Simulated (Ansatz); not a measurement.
The same redistribution along the group S, Se, Te.

Gas-phase electronic energies from Ansatz, PBE0-D4/def2-TZVP geometries. CBS: MP2 limit from def2 TZ/QZ plus the TZ coupled-cluster correction, frozen cores. DFT in def2-TZVPP. Elements past krypton have def2 core potentials. For Se, Te outer-core shells are correlated without core-valence functions, which leaves a few kJ/mol of doubt a bond. Scalar relativity is left out up to krypton. One conformer a species, not always the lowest.

```
                                                                     reaction  MP2/CBS(def2) (kJ/mol)  B2PLYP (kJ/mol)
        `N[SiH2]S` + `[F][AlH][NH][SiH3]` → `N[SiH2][NH][AlH][F]` + `[SiH3]S`                      -6               -7
`N[SiH2][SeH]` + `[F][AlH][NH][SiH3]` → `N[SiH2][NH][AlH][F]` + `[SiH3][SeH]`                      -4               -5
`N[SiH2][TeH]` + `[F][AlH][NH][SiH3]` → `N[SiH2][NH][AlH][F]` + `[SiH3][TeH]`                      -8               -8
```

(1) Give the CCSD(T)/CBS values in the same order. (Best estimate.)

Largest T1 diagnostic: 0.012, for `[F][AlH][NH][SiH3]`.

## Answers

(1) Computed: -7, -5, -9 kJ/mol.
